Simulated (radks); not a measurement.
All-electron atom: Er4+ in [Xe] 4f10 (the NIST ground configuration). Method: Dirac Kohn-Sham, exchange-only PBE, spin-unpolarised, spherical densities, finite nucleus; open shells fill j = l - 1/2 first; Fermi nuclear charge, rms radius 5.2516 fm; computed with a radial shooting solver on a logarithmic mesh with Libxc functionals.

Normalised radial functions P(r) = r R(r) (large component), r in bohr:

r           5p1/2   4f5/2
0.002562   0.0125  0.0000
0.003362   0.0177  0.0000
0.004449   0.0255  0.0000
0.005886   0.0370  0.0000
0.007726   0.0531  0.0000
0.01022    0.0764  0.0001
0.01353    0.1081  0.0002
0.01775    0.1469  0.0004
0.02349    0.1918  0.0011
0.03108    0.2316  0.0030
0.0408     0.2466  0.0075
0.05398    0.2097  0.0186
0.07085    0.0982  0.0427
0.09375   -0.0902  0.0942
0.124     -0.2850  0.1924
0.1628    -0.3501  0.3518
0.2154    -0.1694  0.5871
0.285      0.2145  0.8613
0.3741     0.5067  1.0884
0.495      0.4005  1.1859
0.655     -0.1357  1.1001
0.8597    -0.7253  0.8837
1.138     -1.0107  0.6094
1.493     -0.8725  0.3637
1.976     -0.5074  0.1758
2.614     -0.1956  0.0660
3.431     -0.0477  0.0181
4.54      -0.0058  0.0029

5p1/2: eigenvalue -74.598 eV, 3 radial nodes at r = 0.0828, 0.246, 0.617 bohr, <r> = 1.33 bohr, 90 % of the charge inside 1.93 bohr. 4f5/2: eigenvalue -55.183 eV, 0 radial nodes, <r> = 0.724 bohr, 90 % of the charge inside 1.22 bohr.
